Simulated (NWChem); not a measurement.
System: C$_{4}$H$_{4}$N$_{2}$; SMILES C=C1N=CC=N1

```xyz
10

C      0.0000     0.0000    -2.0276
C      0.0000     0.0000    -0.6828
N      0.0000    -1.1720     0.0896
C      0.0000    -0.7357     1.3054
C      0.0000     0.7357     1.3054
N      0.0000     1.1720     0.0896
H      0.0000     0.9459    -2.5710
H      0.0000    -0.9459    -2.5710
H      0.0000    -1.3989     2.1753
H      0.0000     1.3989     2.1753
```
Atoms are numbered in this order, from 1.

Level: PBE0/def2-SVP (NWChem), optimised geometry, unscaled harmonic frequencies. 

Problem. List the harmonic frequencies with IR intensities, and the thermochemistry.

Solution. 
```csv
frequency (cm⁻¹),IR intensity (km/mol)
233,18.7
371,5.7
550,0.0
743,0.1
765,7.8
778,0.0
907,1.3
912,11.3
950,5.4
956,37.3
970,0.0
992,32.5
1005,18.2
1218,20.4
1327,16.4
1353,33.4
1387,14.1
1554,17.9
1665,3.7
1744,2.8
3198,0.4
3218,3.5
3231,8.6
3320,1.1
```

```yaml
zero_point_energy: 47.6 kcal/mol
thermal correction to the enthalpy at 298.15 K (with zero-point energy): 51.1 kcal/mol
heat capacity Cv: 16.3 cal/(mol K)
entropy at 298.15 K and 1 atm (symmetry number 2): 68.3 cal/(mol K)
dipole_moment: 0.39 D
```

Rigid rotor and harmonic oscillator.
